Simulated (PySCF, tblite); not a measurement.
Compound: C6H16P2.
Atom-mapped SMILES: `[CH3:1][CH:2]([CH3:3])[PH:4][CH2:5][P:6]([CH3:7])[CH3:8]` (hydrogens: H9, H10, H11 on C1; H12 on C2; H13, H14, H15 on C3; H16 on P4; H17, H18 on C5; H19, H20, H21 on C7; H22, H23, H24 on C8)

Geometry (GFN2-xTB, Å), atoms numbered from 1 in this order:
```
atom  x, y, z in Å
C1    -3.191   -0.418   -1.293
C2    -2.130    0.176   -0.372
C3    -2.588    0.146    1.082
P4    -0.536   -0.799   -0.558
C5     0.657    0.416    0.186
P6     2.301    0.201   -0.661
C7     2.756   -1.434    0.065
C8     3.305    1.284    0.457
H9    -4.123    0.138   -1.206
H10   -3.384   -1.456   -1.028
H11   -2.863   -0.386   -2.331
H12   -1.934    1.214   -0.671
H13   -3.510    0.713    1.205
H14   -1.832    0.577    1.738
H15   -2.771   -0.880    1.397
H16   -0.310   -0.380   -1.878
H17    0.752    0.237    1.262
H18    0.309    1.441    0.022
H19    2.094   -2.195   -0.344
H20    3.780   -1.671   -0.216
H21    2.668   -1.421    1.152
H22    3.015    2.322    0.305
H23    3.166    1.015    1.503
H24    4.356    1.179    0.193
```

Computed, not measured: PBE0/pcSseg-1 in PySCF (dipole) on a GFN2-xTB geometry, gas phase.

Masses are those of the commonest isotopes; rigid-rotor values at the optimised geometry. The values belong to one conformer with, in the numbering `[CH3:1][CH:2]([CH3:3])[PH:4][CH2:5][P:6]([CH3:7])[CH3:8]`, C1–C2–P4–C5 163°, C2–P4–C5–P6 -149°, P4–C5–P6–C7 -71°.

Task: What are A, B and C (cm⁻¹)?

Result: Ia = 166.33, Ib = 840.36, Ic = 888.55 u·Å²; 505379 MHz·u·Å²/I gives 3039, 601.4 and 568.8 MHz, that is A = 0.10135, B = 0.02006, C = 0.01897 cm⁻¹.

Task: Classify the top.

Result: A near-prolate asymmetric top; Ray's κ = -0.974.

Task: What does the inertial defect say?

Result: Not planar: Δ = Ic − Ia − Ib = -118.14 u·Å². For a rigid frame Δ = −2 Σ m c², so Σ m c² = 59.07 u·Å² lies off the ab plane: 20.08 from hydrogen and 38.99 from heavier atoms. The atom farthest from that plane is 1.90 Å away.

Task: List the rotational levels J(Ka,Kc) to J = 5 (MHz).

Result: Above 0(0,0):
J = 1: 1(0,1) 1170, 1(1,1) 3607, 1(1,0) 3640
J = 2: 2(0,2) 3510, 2(1,2) 5915, 2(1,1) 6013, 2(2,1) 13324, 2(2,0) 13324
J = 3: 3(0,3) 7019, 3(1,3) 9376, 3(1,2) 9572, 3(2,2) 16835, 3(2,1) 16836, 3(3,1) 29102, 3(3,0) 29102
J = 4: 4(0,4) 11697, 4(1,4) 13991, 4(1,3) 14317, 4(2,3) 21515, 4(2,2) 21520, 4(3,2) 33783, 4(3,1) 33783, 4(4,1) 50957, 4(4,0) 50957
J = 5: 5(0,5) 17541, 5(1,5) 19759, 5(1,4) 20248, 5(2,4) 27365, 5(2,3) 27376, 5(3,3) 39635, 5(3,2) 39635, 5(4,2) 56808, 5(4,1) 56808, 5(5,1) 78888, 5(5,0) 78888
The levels of one J sum to (2J + 1)J(J + 1)(A + B + C)/3.

Task: Which types of transition are allowed, and where do some lines up to J = 4 fall?

Result: The dipole components are |μa| = 0.05 D, |μb| = 1.55 D, |μc| = 0.31 D. Intensities carry the squares of the components, which stand as 0.00 : 1.00 : 0.04 (a : b : c). Some lines, for components of 0.1 D or more:

```json
{"type": "c", "branch": "Q", "J(Ka,Kc)": "4(1,4) ← 4(0,4)", "MHz": "2294", "lower level (cm⁻¹)": "0.390"}
{"type": "b", "branch": "Q", "J(Ka,Kc)": "3(1,2) ← 3(0,3)", "MHz": "2553", "lower level (cm⁻¹)": "0.234"}
{"type": "b", "branch": "R", "J(Ka,Kc)": "1(1,1) ← 0(0,0)", "MHz": "3607", "lower level (cm⁻¹)": "0.000"}
{"type": "c", "branch": "R", "J(Ka,Kc)": "1(1,0) ← 0(0,0)", "MHz": "3640", "lower level (cm⁻¹)": "0.000"}
{"type": "c", "branch": "R", "J(Ka,Kc)": "3(1,2) ← 2(0,2)", "MHz": "6062", "lower level (cm⁻¹)": "0.117"}
{"type": "c", "branch": "Q", "J(Ka,Kc)": "4(2,3) ← 4(1,3)", "MHz": "7198", "lower level (cm⁻¹)": "0.478"}
{"type": "b", "branch": "Q", "J(Ka,Kc)": "4(2,2) ← 4(1,3)", "MHz": "7203", "lower level (cm⁻¹)": "0.478"}
{"type": "b", "branch": "Q", "J(Ka,Kc)": "2(2,1) ← 2(1,2)", "MHz": "7409", "lower level (cm⁻¹)": "0.197"}
{"type": "c", "branch": "R", "J(Ka,Kc)": "2(2,1) ← 1(1,1)", "MHz": "9717", "lower level (cm⁻¹)": "0.120"}
{"type": "b", "branch": "R", "J(Ka,Kc)": "3(2,2) ← 2(1,1)", "MHz": "10822", "lower level (cm⁻¹)": "0.201"}
{"type": "c", "branch": "R", "J(Ka,Kc)": "3(2,2) ← 2(1,2)", "MHz": "10920", "lower level (cm⁻¹)": "0.197"}
{"type": "c", "branch": "Q", "J(Ka,Kc)": "4(3,2) ← 4(2,2)", "MHz": "12263", "lower level (cm⁻¹)": "0.718"}
{"type": "b", "branch": "Q", "J(Ka,Kc)": "4(3,1) ← 4(2,2)", "MHz": "12263", "lower level (cm⁻¹)": "0.718"}
{"type": "b", "branch": "Q", "J(Ka,Kc)": "3(3,0) ← 3(2,1)", "MHz": "12266", "lower level (cm⁻¹)": "0.562"}
{"type": "b", "branch": "Q", "J(Ka,Kc)": "4(3,2) ← 4(2,3)", "MHz": "12268", "lower level (cm⁻¹)": "0.718"}
{"type": "b", "branch": "R", "J(Ka,Kc)": "3(3,1) ← 2(2,0)", "MHz": "15777", "lower level (cm⁻¹)": "0.444"}
{"type": "c", "branch": "R", "J(Ka,Kc)": "3(3,1) ← 2(2,1)", "MHz": "15778", "lower level (cm⁻¹)": "0.444"}
{"type": "b", "branch": "R", "J(Ka,Kc)": "3(3,0) ← 2(2,1)", "MHz": "15778", "lower level (cm⁻¹)": "0.444"}
{"type": "c", "branch": "R", "J(Ka,Kc)": "4(3,2) ← 3(2,2)", "MHz": "16949", "lower level (cm⁻¹)": "0.562"}
{"type": "b", "branch": "R", "J(Ka,Kc)": "4(3,1) ← 3(2,2)", "MHz": "16949", "lower level (cm⁻¹)": "0.562"}
{"type": "b", "branch": "Q", "J(Ka,Kc)": "4(4,1) ← 4(3,2)", "MHz": "17173", "lower level (cm⁻¹)": "1.127"}
```

Its GFN2-xTB frequencies are all real (lowest 22 cm⁻¹). These are rigid-rotor constants of the computed structure; measured ground-state constants (B0) also hold zero-point vibration. A rigid rotor knows nothing of internal rotation, which can split or shift real lines.
